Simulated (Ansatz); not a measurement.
The same ligand exchange along the group Si, Ge, Sn.

Calculated with Ansatz (gas phase, PBE0-D4/def2-TZVP geometries, no zero-point term in ΔE). CCSD(T)/CBS is the MP2 limit (def2-TZVPP, def2-QZVPP) plus CCSD(T) − MP2 in def2-TZVPP, frozen cores. This one scheme is used for every species. Functionals use def2-TZVPP. B3LYP here is the variant with VWN-RPA as its local correlation; programs differ in this. def2 core potentials past Kr. For Ge, Sn outer-core shells are correlated without core-valence functions, which leaves a few kJ/mol of doubt a bond. Scalar relativity is left out up to krypton. Each species was taken in one conformer, which may not be the lowest.

| reaction | CCSD(T)/CBS(def2) (kJ/mol) |
| --- | --- |
| `O[SiH](Cl)Cl` + H₂S → `S[SiH](Cl)Cl` + H₂O | 48 |
| `[OH][GeH]([Cl])[Cl]` + H₂S → `[SH][GeH]([Cl])[Cl]` + H₂O | ? |
| `[OH][SnH]([Cl])[Cl]` + H₂S → `[SH][SnH]([Cl])[Cl]` + H₂O | -37 |

Q: Fill in the missing values. (An estimate is asked.)

A: Ansatz gave: `[OH][GeH]([Cl])[Cl]` + H₂S → `[SH][GeH]([Cl])[Cl]` + H₂O: -9.4 kJ/mol.

Largest T1 diagnostic: 0.012, for `[OH][SnH]([Cl])[Cl]`.
